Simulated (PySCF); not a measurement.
# Radial density of O(2+) (oxygen, charge +2)

UHF, [He] 2s1 2p2 3s1, high-spin 5P determinant (an excited configuration). All numbers are calculated (PySCF 2.14, no relativity, point nucleus, in aug-cc-pVQZ with one added diffuse shell each of s, p, d, f, g type (7s6p5d4f3g, 105 functions)).

```csv
r (bohr),4πr²ρ (e/bohr),4πr²(ρα − ρβ)
0.00307,0.03500,0.0014
0.00517,0.09560,0.0038
0.00870,0.2558,0.0102
0.0146,0.6582,0.0261
0.0246,1.589,0.0628
0.0414,3.444,0.1347
0.0696,6.240,0.2387
0.117,8.416,0.3153
0.197,7.075,0.3546
0.331,3.462,0.9610
0.557,2.971,2.7232
0.937,2.882,2.8794
1.58,0.8226,0.8226
2.65,0.4664,0.4664
4.46,0.1087,0.1087
7.50,0.0005482,0.0005
```

The outer electron is Rydberg-like, and this basis confines it to a smaller radius and binds it less than a complete one would.
